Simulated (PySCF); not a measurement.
tetrachloroaluminate (AlCl4), SMILES [Cl][Al-]([Cl])([Cl])[Cl], charge -1. Coordinates come from a PBE-D3(BJ)/def2-SVPD optimisation.

Computed equilibrium geometry at PBE-D3(BJ)/def2-SVPD (PySCF confirms it by a frequency run) as Cartesian coordinates in Å, and its point group:
point group Td.
```xyz
5

Cl    -1.2626     1.2626    -1.2626
Al     0.0000     0.0000     0.0000
Cl     1.2626     1.2626     1.2626
Cl     1.2626    -1.2626    -1.2626
Cl    -1.2626    -1.2626     1.2626
```
Charge -1, spin multiplicity 1.
